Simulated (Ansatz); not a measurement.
Ansatz (an electronic-structure program) input (B2GP-PLYP/def2-TZVPD):

Ansatz 0.2 input:
```yaml
crystal:
  periodic: [false, false, false]
  atoms:
    - {symbol: B, position_ang: [-0.19463867, -0.06149500, 0.42035150]}
    - {symbol: N, position_ang: [-1.20608749, 0.25882565, -0.44835362]}
    - {symbol: N, position_ang: [1.21469492, -0.24780246, -0.03879116]}
    - {symbol: H, position_ang: [-0.29375662, -0.25772305, 1.64133683]}
    - {symbol: H, position_ang: [-2.11196632, 0.28861145, 0.01556224]}
    - {symbol: H, position_ang: [1.93448475, 0.04774820, 0.60650442]}
    - {symbol: H, position_ang: [1.38417956, 0.15167596, -0.95514754]}
basis:
  gaussian:
    orbitals: def2-TZVPD
hamiltonian:
  xc: {name: B2GP-PLYP}
total_charge: -1
magnetization: {spin_polarized: false}
correlation: {electrons: outside_noble_gas}
```

Output:

```
Functional definition: B2GP-PLYP
integrals: 0.14 GiB planned
1016 factors; integrals over basis functions are off by at most 1.1e-3 eV
mean field: 0.60 GiB planned
mean field evaluation 1: about -3711.6684 eV, gradient 3.5e1 eV
mean field evaluation 2: about -3711.6686 eV, gradient 3.5e1 eV
mean field evaluation 4: about -3714.3726 eV, gradient 4.0e0 eV
mean field evaluation 8: about -3714.4152 eV, gradient 2.8e-1 eV
mean field evaluation 16: about -3714.4157 eV, gradient 9.4e-5 eV
mean field -3714.41574825 eV, -136.5022610268 hartree, gradient 3.2e-6 eV, S^2 0.000000; 0 other end points of the search recorded, 0 dependent functions left out
3 core orbitals not correlated
reference -3714.41587049 eV, -136.5022655192 hartree; 9, 9 occupied and 135, 135 virtual orbitals, 1016 factors
second order -17.23221736 eV of doubles, -0.00000000 eV of singles
Total energy: -3720.61946874 eV, -136.7302435499 hartree
```

It need not be the lowest isomer of its formula. Whether it binds its extra electron was not tested at this geometry.
